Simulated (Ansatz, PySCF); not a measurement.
Reaction R1 → P1 + P2, each structure at its B3LYP-D3(BJ)/def2-TZVP stationary point, reached from a drawn start (curvature not checked).
P1: F atom, charge 0, multiplicity 2.
P2: F2S (SMILES FSF), charge 0, multiplicity 1.
R1: F3S (SMILES F[S](F)F), charge 0, multiplicity 2.

```
level                 reaction energy (kcal/mol)  minus CCSD(T)/cc-pV(Q+d)Z
--------------------  --------------------------  -------------------------
HF/cc-pV(T+d)Z                             16.55                     -37.82
HF/cc-pV(Q+d)Z                             17.24                     -37.13
SVWN5/def2-TZVPP                           91.88                      37.51
BLYP/def2-TZVPP                            67.04                      12.67
r2SCAN/def2-TZVPP                          67.41                      13.03
B3LYP/def2-TZVPP                           59.45                       5.08
PBE0/def2-TZVPP                            60.63                       6.26
M06-2X/def2-TZVPP                          54.31                      -0.06
CAM-B3LYP/def2-TZVPP                       60.17                       5.80
wB97X-V/def2-TZVPP                         58.30                       3.93
wB97M-V/def2-TZVPP                         57.60                       3.23
MP2/cc-pV(D+d)Z                            46.28                      -8.09
MP2/cc-pV(T+d)Z                            58.67                       4.30
MP2/cc-pV(Q+d)Z                            61.57                       7.20
SCS-MP2/cc-pV(D+d)Z                        40.22                     -14.15
SCS-MP2/cc-pV(T+d)Z                        51.09                      -3.28
SCS-MP2/cc-pV(Q+d)Z                        53.62                      -0.75
CCSD/cc-pV(D+d)Z                           36.65                     -17.72
CCSD/cc-pV(T+d)Z                           46.48                      -7.89
CCSD(T)/cc-pV(Q+d)Z                        54.37                       0.00
```

 The comparison column counts from a level with limits of its own.

P less R. No zero-point or thermal terms; singlets are restricted closed shells; open shells are unrestricted; no spin–orbit coupling.

Correlated levels freeze the cores.

Programs: Ansatz (a quantum-chemistry and plane-wave program); PySCF for M06-2X. No computed number here is a measurement.
